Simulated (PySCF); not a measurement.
Computed IR spectrum (relative IR intensity) of a molecule C2H5NOSi. Geometry optimised at PBE-D3(BJ)/def2-SVP. One conformer was computed; it need not be the lowest. Calculation: PBE-D3(BJ)/def2-SVP (PySCF). Frequencies are harmonic and unscaled.

ν (cm⁻¹): 562 (w), 578 (vw), 701 (vw), 742 (w), 853 (vw), 894 (m), 927 (w), 2169 (m), 2412 (vs) (against the strongest line: vs over 80 %, s over 45 %, m over 15 %, w over 4 %, vw less)

Task: Identify the compound among the candidates.
(A) C1=NC[SiH2]O1
(B) C[SiH2]N=C=O
(C) N#CC[SiH2]O
(D) [SiH3][C@H]1N=CO1

Result: B, C[SiH2]N=C=O
